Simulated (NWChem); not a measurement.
System: InBr2F; SMILES [F][In]([Br])[Br]

Program: NWChem. Structure relaxed at the PBE0/def2-SVP level. Not confirmed as a minimum by frequencies. def2 effective core potentials on In; no spin-orbit coupling. Ions are spin-unrestricted doublets at the neutral geometry; other ion states weren't tried.

**Question.** Predict the results for PBE/def2-SVP. Quantities: vertical ionisation energy, ΔSCF (eV); −ε(HOMO) (eV).

**Answer.** 
```
Property                               Value
-------------------------------------  -----
vertical ionisation energy, ΔSCF (eV)  10.43
−ε(HOMO) (eV)                           7.49
```
